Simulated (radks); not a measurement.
Results of a calculation; reference values are marked as such.
Rh, 45 electrons, occupied as [Kr] 4d8 5s1. Level of theory: scalar-relativistic Kohn-Sham, PBEsol, spin-polarised, spherical densities, finite nucleus; open shells are filled with parallel spins first (spin-orbit coupling, left out, can overturn this in heavy ions); Fermi nuclear charge, rms radius 4.4945 fm (a radial shooting solver on a logarithmic mesh with Libxc functionals).

X-ray form factor f0, the Fourier transform of the density (f0(0) = 45):

sin(theta)/lambda (1/angstrom)  f0 (electrons)
0.05                                    44.108
0.1                                     41.847
0.15                                    38.978
0.2                                     36.021
0.25                                    33.217
0.3                                     30.662
0.4                                     26.403
0.5                                     23.208
0.6                                     20.815
0.8                                     17.303
1                                       14.416
1.25                                    11.282
1.5                                      8.886
2                                        6.261
